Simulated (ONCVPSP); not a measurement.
Before and after: ONCV potential for oxygen (O)

oxygen (O), optimised norm-conserving Vanderbilt (ONCV), made with ONCVPSP 4.0.1 (PBE, non-relativistic). Core [He], reference 2s2 2p4. Waves: 2s: rc 0.60 bohr, ncon 4, nbas 8, qcut 11.1 1/bohr, 1 projector; 2p: rc 1.80 bohr, ncon 5, nbas 9, qcut 8.3 1/bohr, 2 projectors, debl 3.7 Ha; d scattering state at 0.41 Ha: rc 1.90 bohr, ncon 4, nbas 7, qcut 5.1 1/bohr, 2 projectors, debl 1.2 Ha. Local part: polynomial inside 0.55 bohr (lpopt 5, dvloc0 1 Ha). Core correction: Teter function, fcfact 3.5, rcfact 1.2.

Change: all radii but the core radius scaled by about 1.29 (s 0.78, p 2.32, d 2.44 bohr); local potential polynomial inside 0.70 bohr (lpopt 5, dvloc0 1 Ha).

Cutoffs: the cutoffs (Ha) at which the residual kinetic energy of the hardest occupied pseudo-wave falls to 1 and 0.1 mHa per electron; they do not see the model core or the augmentation charge, which bear on the density cutoff. Errors are all-electron minus pseudo energies relative to the spin-unpolarised reference configuration.

Task: What does the change do?

Result: The potential gets softer (222 Ha and 471 Ha → 45 Ha and 55 Ha); of the 4 tests that both files solve, the error grows in 4 and shrinks in 0 by more than 15 % and 0.3 meV (median size 195.1 → 437.6 meV); neither file shows a bound ghost. A larger radius leaves more room for a smooth pseudo-wave, so fewer plane waves are needed. More of the atom is replaced by a form fitted at one configuration, so other configurations suffer.

| quantity | base | changed |
| --- | --- | --- |
| cutoff, loose | 222 Ha | 45 Ha |
| cutoff, tight | 471 Ha | 55 Ha |
| loose cutoff by channel | s 222 Ha, p 25 Ha | s 45 Ha, p 19 Ha |
| bound ghosts | none | none |
| GHOST(+) flags under 300 eV | d at 57.8 eV | d at 51.8 eV, d at 53.5 eV |
| error for 2s2 2p3, meV [ΔE 16.44 eV] | +45 | +108 |
| error for 2s2 2p2, meV [ΔE 50.03 eV] | +346 | +767 |
| error for 2s2 2p1, meV [ΔE 103.90 eV] | +1314 | +2672 |
| error for 2s0 2p6, meV [ΔE 29.83 eV] | +19 | -52 |
| rms error of d²Exc/dni dnj with the model core, mHa | 1.81 | 1.17 |
